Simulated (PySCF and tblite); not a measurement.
The numbers below are computed, except where a source is named.
System: C₄H₃NO₂, numbered as in [N:1]#[C:2]/[C:3]([CH:4]=[O:5])=[CH:6]/[OH:7].

Motion: rotation about the C6–O7 bond (torsion C3–C6–O7–H from 0° to 180°, rising). GFN2-xTB gives an electronic barrier of 18.5 kcal/mol and a reaction energy of 11.7 kcal/mol.

(1) What does B3LYP/pcSseg-1 + D3(BJ) give on PBE0-D3(BJ)/def2-SVP geometries?

(2) And the level of the geometries itself, PBE0-D3(BJ)/def2-SVP?

Programs: tblite and PySCF.

## Answers

(1) A barrier of 20.7 kcal/mol, 2.2 above the tight-binding barrier (from unrounded values), a reaction energy of 13.7 kcal/mol and, with GFN2-xTB thermal terms, ΔG‡(298 K) = 19.0 kcal/mol and k = 0.15 s⁻¹ (2 equivalent paths).

(2) 22.8 kcal/mol.
